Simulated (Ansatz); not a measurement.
`[F][Ge]([F])([F])[SiH3]` + HBr → `[F][Ge]([F])([F])[Br]` + SiH₄ at 500 K and 1 bar (cleavage of the Ge–Si bond).

Calculated with Ansatz (gas phase, PBE0-D4/def2-TZVP geometries, no zero-point term in ΔE). CCSD(T)/CBS adds triple-zeta CCSD(T) − MP2 to the extrapolated MP2 energy (def2 sets, frozen cores). This one scheme is used for every species. For Br, Ge outer-core shells are correlated without core-valence functions, which leaves a few kJ/mol of doubt a bond. Scalar relativity is left out up to krypton.

```json
{"species": "`[F][Ge]([F])([F])[SiH3]`", "CCSD(T)/CBS energy (Eh)": "-2666.49147", "H − E (kJ/mol)": "132.9", "S (J/(mol·K))": "425.8"}
{"species": "HBr", "CCSD(T)/CBS energy (Eh)": "-2573.91920", "H − E (kJ/mol)": "30.5", "S (J/(mol·K))": "213.7"}
{"species": "`[F][Ge]([F])([F])[Br]`", "CCSD(T)/CBS energy (Eh)": "-4948.96178", "H − E (kJ/mol)": "59.7", "S (J/(mol·K))": "386.2"}
{"species": "SiH₄", "CCSD(T)/CBS energy (Eh)": "-291.46306", "H − E (kJ/mol)": "102.4", "S (J/(mol·K))": "230.9"}
```

H − E and S are ideal-gas, rigid-rotor, harmonic terms from PBE0-D4/def2-TZVP. 1 Eh = 2625.50 kJ/mol, R = 8.31446 J/(mol·K).

Problem. By hand: ΔE, ΔH, ΔS and ΔG.

Solution. ΔE = (-4948.96178) + (-291.46306) − (-2666.49147) − (-2573.91920) = -0.01417 Eh = -37.2 kJ/mol. Δ(H − E) = 59.7 + 102.4 − 132.9 − 30.5 = -1.3, so ΔH = -38.5 kJ/mol. ΔS = 386.2 + 230.9 − 425.8 − 213.7 = -22.4 J/(mol·K). ΔG = -38.5 − 500 × (-22.4)/1000 = -27.3 kJ/mol.

Problem. By hand: the equilibrium constant, and the temperature at which ΔG would vanish if ΔH and ΔS stayed fixed.

Solution. log₁₀ K = −ΔG/(RT ln 10) = 2.9. ΔG = 0 at ΔH/ΔS = 1719 K.

ΔH outweighs TΔS. A doubt of 5 kJ/mol in ΔE shifts log₁₀ K by 0.5 here. These are equilibria of isolated gas molecules and say nothing of rates. Largest T1 diagnostic: 0.013 (customary marks: 0.02 for closed shells, 0.045 for open ones).
